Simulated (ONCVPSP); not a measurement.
## Building the ONCV potential for Sb (PBE, scalar-relativistic).

ONCVPSP 4.0.1 input, shortened (lines: element, Z, core and valence counts, functional; n l f; lmax; l rc ep ncon nbas qcut; lloc lpopt rc5 dvloc0; l nproj debl; icmod fcfact rcfact), PBE, scalar-relativistic:

```
  Sb 51.00    6    5        4      upf
    1    0    2.00
    2    0    2.00
    2    1    6.00
    3    0    2.00
    3    1    6.00
    3    2   10.00
    4    0    2.00
    4    1    6.00
    4    2   10.00
    5    0    2.00
    5    1    3.00
    2
    0    1.20    0.00    3    6   10.40
    1    1.25    0.00    4    7    9.60
    2    1.50    0.00    5    9    9.00
    4    5    0.95    0.00
    0    2    1.20
    1    2    1.50
    2    1    2.10
    0    0.00    0.00
```

All-electron outer shells of the reference configuration (PBE, scalar-relativistic, ld1.x):

| shell | level (eV) | outermost node (bohr) | outermost maximum (bohr) |
| --- | --- | --- | --- |
| 3p | -750.40 | 0.13 | 0.29 |
| 3d | -515.87 | – | 0.24 |
| 4s | -148.83 | 0.39 | 0.73 |
| 4p | -101.79 | 0.39 | 0.76 |
| 4d | -33.51 | 0.38 | 0.84 |
| 5s | -12.83 | 0.95 | 1.90 |
| 5p | -4.83 | 1.04 | 2.35 |

(1) Estimate the cutoffs (Ha) at which the residual kinetic energy of the hardest occupied pseudo-wave falls to 1 and 0.1 mHa per electron.

(2) What does a ghost test show?

(3) Tests: 4s2 4p6 4d10 5s2 5p2; 4s2 4p6 4d10 5s2 5p1; 4s2 4p6 4d10 5s2 5p0; 4s2 4p6 4d9 5s2 5p4. Which has the largest error in its energy relative to the reference configuration, and how large is it?

Results:

(1) 40 Ha and 58 Ha.

(2) No bound ghost flagged; GHOST(+) flagged for s at 308.3 eV.

(3) 4s2 4p6 4d9 5s2 5p4, with +13 meV (all-electron minus pseudo) on +31.12 eV.
